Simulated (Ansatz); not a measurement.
`[Cl][Hf]([Cl])([Cl])[Br]` + HI → `[Cl][Hf]([Cl])([Cl])[I]` + HBr at 600 K and 1 bar (ligand exchange at the Hf–Br bond).

Isolated molecules relaxed with PBE0-D4/def2-TZVP in Ansatz; ΔE leaves out vibrations. CBS: MP2 limit from def2 TZ/QZ plus the TZ coupled-cluster correction, frozen cores. Elements past krypton have def2 core potentials. For Br, Hf, I outer-core shells are correlated without core-valence functions, which leaves a few kJ/mol of doubt a bond. Scalar relativity is left out up to krypton.

```tsv
species	CCSD(T)/CBS energy (Eh)	H − E (kJ/mol)	S (J/(mol·K))
`[Cl][Hf]([Cl])([Cl])[Br]`	-4000.86634	66.2	470.3
HI	-298.03592	31.6	227.0
`[Cl][Hf]([Cl])([Cl])[I]`	-1724.97910	66.1	478.7
HBr	-2573.91920	33.5	219.1
```

H − E and S are ideal-gas, rigid-rotor, harmonic terms from PBE0-D4/def2-TZVP. 1 Eh = 2625.50 kJ/mol, R = 8.31446 J/(mol·K).

**Question.** By hand: ΔE, ΔH, ΔS and ΔG.

**Answer.** ΔE = (-1724.97910) + (-2573.91920) − (-4000.86634) − (-298.03592) = 0.00396 Eh = 10.4 kJ/mol. Δ(H − E) = 66.1 + 33.5 − 66.2 − 31.6 = 1.8, so ΔH = 12.2 kJ/mol. ΔS = 478.7 + 219.1 − 470.3 − 227.0 = 0.5 J/(mol·K). ΔG = 12.2 − 600 × (0.5)/1000 = 11.9 kJ/mol.

**Question.** By hand: the equilibrium constant, and the temperature at which ΔG would vanish if ΔH and ΔS stayed fixed.

**Answer.** log₁₀ K = −ΔG/(RT ln 10) = -1.0. ΔG = 0 at ΔH/ΔS = 24400 K, far beyond where these terms or the molecules hold.

The number of gas molecules stays the same, so ΔS is small and ΔH decides. A doubt of 5 kJ/mol in ΔE shifts log₁₀ K by 0.4 here. These are equilibria of isolated gas molecules and say nothing of rates. Largest T1 diagnostic: 0.013 (customary marks: 0.02 for closed shells, 0.045 for open ones).
